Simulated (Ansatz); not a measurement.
Start from `C[BH][SbH2]` and change one atom or group to get `C[BH][AlH2]`.

Ansatz, PBE0-D4/def2-TZVP geometries, multiplicity 1. 

Elements past krypton have def2 core potentials.  Spin–orbit coupling is left out; it splits and shifts lone-pair levels of the heavy atoms by tenths of an eV.

```tsv
property	`C[BH][SbH2]`
ideal-gas entropy at 298 K and 1 bar (rigid rotor, harmonic PBE0-D4/def2-TZVP) / J/(mol·K)	326
LUMO energy (PBE0/def2-TZVPP) / eV	-1.62
HOMO energy (PBE/def2-TZVPP) / eV	-5.83
HOMO–LUMO gap (ωB97M-V/def2-TZVPP) / eV	9.15
HOMO–LUMO gap (PBE/def2-TZVPP) / eV	3.28
HOMO energy (PBE0/def2-TZVPP) / eV	-6.80
```

**Question.** Give the same properties after the change, and the shifts. (Best estimate.)

**Answer.** Computed: 
```csv
property,`C[BH][AlH2]`,shift
"ideal-gas entropy at 298 K and 1 bar (rigid rotor, harmonic PBE0-D4/def2-TZVP) / J/(mol·K)",310,-16
LUMO energy (PBE0/def2-TZVPP) / eV,-1.72,-0.10
HOMO energy (PBE/def2-TZVPP) / eV,-5.87,-0.04
HOMO–LUMO gap (ωB97M-V/def2-TZVPP) / eV,9.25,0.10
HOMO–LUMO gap (PBE/def2-TZVPP) / eV,3.18,-0.10
HOMO energy (PBE0/def2-TZVPP) / eV,-7.02,-0.22
```

With PBE0 the HOMO falls by 0.22 eV and the LUMO falls by 0.10 eV, so the gap widens by about 0.12 eV. PBE moves the HOMO by -0.04 eV and ωB97M-V by -0.30 eV.
